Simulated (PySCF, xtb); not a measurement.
B(Br)(Me)(NH2) (CH₅BBrN), SMILES CB(N)Br. The values are those of a single conformer.

Harmonic wavenumbers (cm⁻¹) from GFN2-xTB (xtb) at its own minimum, in rising order: 79, 240, 291, 359, 503, 542, 640, 823, 870, 873, 1074, 1375, 1402, 1489, 1494, 1535, 3001, 3017, 3032, 3478, 3522.

**Question.** What does PySCF with B3LYP-D3(BJ)/def2-SVP give at its own minimum? (An estimate is asked for; the answer gives what the named calculation found.)

**Answer.** 128, 257, 306, 402, 511, 537, 602, 840, 854, 889, 1119, 1313, 1386, 1434, 1453, 1594, 3026, 3105, 3110, 3585, 3689. Paired by order, the mean absolute difference is 46 cm⁻¹ and the zero-point energies are 42.4 and 43.1 kcal/mol.
